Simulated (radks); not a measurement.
Hg2+, 78 electrons, occupied as [Xe] 4f14 5d10. Method: scalar-relativistic Kohn-Sham, OLYP, spin-polarised, spherical densities, point nucleus; computed with a radial shooting solver on a logarithmic mesh with Libxc functionals.

Local quantities along the radius. ELF = 1/(1 + alpha^2) is the electron localisation function; alpha = (tau - tau_W)/tau_unif compares the Pauli kinetic energy density with that of the uniform gas (summed over spins); -r V(r) is the screened charge that the Kohn-Sham potential of spin up presents (atomic units). tau is taken from the large components.

r (bohr),ELF,alpha,-r V(r)
0.001148,0.999,0.02340,79.43
0.001325,0.999,0.02454,79.34
0.001543,0.999,0.02604,79.22
0.001796,0.999,0.02794,79.09
0.002091,0.999,0.03035,78.93
0.002415,0.999,0.03324,78.76
0.002811,0.999,0.03716,78.56
0.003273,0.998,0.04228,78.32
0.00378,0.998,0.04868,78.06
0.0044,0.997,0.05773,77.74
0.005123,0.995,0.07023,77.37
0.005916,0.993,0.08681,76.98
0.006887,0.988,0.1119,76.50
0.008018,0.978,0.1493,75.96
0.009334,0.959,0.2064,75.34
0.01078,0.923,0.2895,74.68
0.01255,0.847,0.4248,73.89
0.01461,0.716,0.6298,72.98
0.01687,0.555,0.8951,72.03
0.01964,0.409,1.203,70.89
0.02287,0.337,1.403,69.64
0.02641,0.349,1.366,68.35
0.03074,0.440,1.128,66.84
0.03579,0.577,0.8562,65.15
0.04167,0.691,0.6687,63.30
0.04812,0.740,0.5927,61.37
0.05602,0.719,0.6245,59.16
0.06521,0.613,0.7949,56.77
0.07531,0.458,1.088,54.31
0.08768,0.353,1.354,51.56
0.1021,0.388,1.256,48.68
0.1179,0.531,0.9403,45.81
0.1372,0.674,0.6951,42.65
0.1598,0.714,0.6333,39.40
0.186,0.613,0.7938,36.07
0.2148,0.400,1.226,32.83
0.2501,0.281,1.598,29.43
0.2911,0.401,1.222,26.10
0.3362,0.610,0.7999,22.97
0.3914,0.714,0.6337,19.83
0.4556,0.689,0.6725,16.94
0.5262,0.559,0.8878,14.48
0.6126,0.374,1.293,12.15
0.7131,0.313,1.481,10.15
0.8302,0.438,1.133,8.463
0.9588,0.606,0.8059,7.067
1.116,0.677,0.6915,5.821
1.299,0.643,0.7458,4.820
1.501,0.547,0.9095,4.090
1.747,0.409,1.203,3.508
2.034,0.264,1.671,3.058
2.349,0.148,2.397,2.729
2.734,0.067,3.745,2.557
3.183,0.024,6.372,2.584
3.706,0.007,12.22,2.646
4.28,0.001,26.43,2.533
4.982,0.000,73.09,2.318
5.8,0.000,255.5,2.173

On this mesh the ELF has minima near r = 0.023, 0.088, 0.25, 0.71 bohr, which separate the shells, and maxima near 0.048 (0.74), 0.16 (0.71), 0.39 (0.71), 1.1 (0.68).
